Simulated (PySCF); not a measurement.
NICS in isomers of C8H11OP.

Definitions: NICS(0) = −σiso at the ring centroid; NICS(1) = −σiso and NICS(1)zz = −σzz at ±1 Å along the ring normal z. Level: GIAO PBE0/pcSseg-1 (PySCF, non-relativistic, gas phase) on the GFN2-xTB geometries, one conformer each. Atom numbers follow the mapped SMILES.

Task: Order these rings by mean NICS(1)zz, lowest (most negative) first (ppm).
A. ring C3–C4–P5–C6–C8–C10 in `[CH3:1][O:2][c:3]1[cH:4][p:5][c:6]([CH3:7])[c:8]([CH3:9])[cH:10]1`
B. ring P3–C4–C6–C7–C8 in `[CH2:1]=[CH:2][p:3]1[c:4]([CH3:5])[cH:6][cH:7][c:8]1[O:9][CH3:10]`
C. ring P4–C5–C6–C7–C10 in `[CH2:1]=[CH:2][CH2:3][p:4]1[cH:5][cH:6][c:7]([O:8][CH3:9])[cH:10]1`

Result: A (-24.0), C (-9.4), B (-4.1).

```json
{"SMILES": "COc1cpc(C)c(C)c1", "ring": "6-membered ring with P; formal bonds all aromatic", "NICS(0)": "-8.0", "NICS(1)": "-10.2", "NICS(1)zz": "-24.0", "HOMA": "0.94", "rms pucker (Å)": "0.00", "ring atoms with four or more neighbours": "0"}
{"SMILES": "C=CCp1ccc(OC)c1", "ring": "5-membered ring with P; bonds drawn aromatic by RDKit's count", "NICS(0)": "-5.0", "NICS(1)": "-5.4", "NICS(1)zz": "-9.4", "HOMA": "0.10", "rms pucker (Å)": "0.04", "ring atoms with four or more neighbours": "0"}
{"SMILES": "C=Cp1c(C)ccc1OC", "ring": "5-membered ring with P; bonds drawn aromatic by RDKit's count", "NICS(0)": "-2.4", "NICS(1)": "-3.6", "NICS(1)zz": "-4.1", "HOMA": "-0.19", "rms pucker (Å)": "0.03", "ring atoms with four or more neighbours": "0"}
```

NICS(0) gives the same order. The isotropic NICS(1) gives the same order. HOMA uses Krygowski's 1993 parameters. NICS(1) and NICS(1)zz are means over the two faces.
